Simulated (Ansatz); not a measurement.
A nudged elastic band was laid between two geometries of CH₅Ga (7 atoms, charge 0, multiplicity 1).

Level of theory: RKS PBE0/def2-SVP (Ansatz 0.2.0).

- movable images: 5
- climbing image: yes
- spring: 5.0 eV/Å²
- optimiser: quadratic models (default)
- start path: through a guess of the saddle point
- force threshold: 0.05 eV/Å
- iteration limit: 60
- end points: relaxed

Initial state:

```xyz
7
Properties=species:S:1:pos:R:3
Ga 0.565 0.042 0.000
C 1.094 -0.039 1.893
H 0.243 -0.199 2.571
H 1.822 -0.853 2.045
H 1.603 0.895 2.181
H 1.666 0.273 -1.105
H -0.936 -0.119 -0.448
```

Final state:

```xyz
7
Properties=species:S:1:pos:R:3
Ga -0.410 0.482 -1.170
C 1.593 -0.048 1.679
H 0.530 -0.294 1.532
H 2.043 -0.805 2.337
H 1.679 0.943 2.145
H 2.128 -0.044 0.719
H -1.506 -0.233 -0.104
```

Q: Which bonds break or form, and what moves?

A: Bonds broken: Ga1–C2, Ga1–H6. Bonds formed: C2–H6. CH5Ga becomes CH4 + GaH.

Q: What energy profile does the band end with?

A: The run converged. The highest image is number 3 of 0 to 6, 64.0 kcal/mol above the first end and 51.9 kcal/mol above the last; the last end lies 12.1 kcal/mol above the first. Neighbouring images differ by up to 2.1 eV, so the band resolves the path poorly. A vibrational analysis at the climbing image gives one clearly imaginary mode, 1236i cm⁻¹: a first-order saddle point. The orbitals stay closed-shell, which can raise the energy where a bond breaks towards radicals; this wasn't checked here.

```csv
image,path coordinate (Å),energy (kcal/mol),Ga1–C2 (Å),Ga1–H6 (Å),C2–H6 (Å)
0,0.00,0.0,1.97,1.58,3.07
1,0.87,0.0,1.97,1.58,3.09
2,1.73,14.4,1.96,1.53,2.54
3,2.60,64.0,2.31,1.55,1.77
4,3.51,14.5,2.93,2.17,1.12
5,4.42,12.2,3.51,2.90,1.10
6,5.34,12.1,3.52,3.21,1.10
```

Q: What is the geometry of the highest image?

A: 
```xyz
7
Properties=species:S:1:pos:R:3
Ga 0.397 -0.062 -0.515
C 1.178 -0.018 1.653
H 0.446 -0.653 2.177
H 2.196 -0.339 1.913
H 1.044 1.039 1.932
H 1.780 -0.474 0.050
H -0.985 0.507 -0.073
```

The run took 110 s on 1 thread of Intel(R) Xeon(R) 6975P-C (Granite Rapids), on a shared host, peak memory 0.15 GiB.
